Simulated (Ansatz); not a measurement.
`C[SiH](O)[SiH](O)O` + `O[SiH](Cl)[O][GeH3]` → `C[Si@@H](O)O[Si@H](O)Cl` + `O[SiH](O)[GeH3]`  (redistribution)

Gas-phase electronic energies from Ansatz, PBE0-D4/def2-TZVP geometries. CBS: MP2 limit from def2 TZ/QZ plus the TZ coupled-cluster correction, frozen cores. Functionals use def2-TZVPP. B3LYP here is the variant with VWN-RPA as its local correlation; programs differ in this. For Ge outer-core shells are correlated without core-valence functions, which leaves a few kJ/mol of doubt a bond. Scalar relativity is left out up to krypton. One conformer a species, not always the lowest.

| level | ΔE (kJ/mol) | difference from CCSD(T)/CBS |
| --- | --- | --- |
| r2SCAN-D4 | -125.2 | -3.3 |
| PBE0-D4 | -118.4 | 3.5 |
| B3LYP-D4 | -119.3 | 2.6 |
| ωB97X-V | -115.2 | 6.7 |
| r2SCAN | -124.7 | -2.8 |
| HF/def2-TZVPP | -113.0 | 8.9 |
| MP2/def2-TZVPP | -120.3 | 1.6 |
| SCS-MP2/def2-TZVPP | -115.0 | 6.9 |
| CCSD/def2-TZVPP | -118.4 | 3.5 |
| CCSD/CBS(def2) | -121.9 | 0.0 |
| CCSD(T)/CBS | -121.9 | 0 |

Largest T1 diagnostic among the species: 0.012.

From PBE to PBE0 (25 % exact exchange), in def2-TZVPP and without D4, ΔE moves by −3.4 kJ/mol. In def2-TZVPP, CCSD(T) changes the Hartree–Fock value by −5.3 kJ/mol (the triples alone add +0.0 kJ/mol) and MP2 by −7.3 kJ/mol.
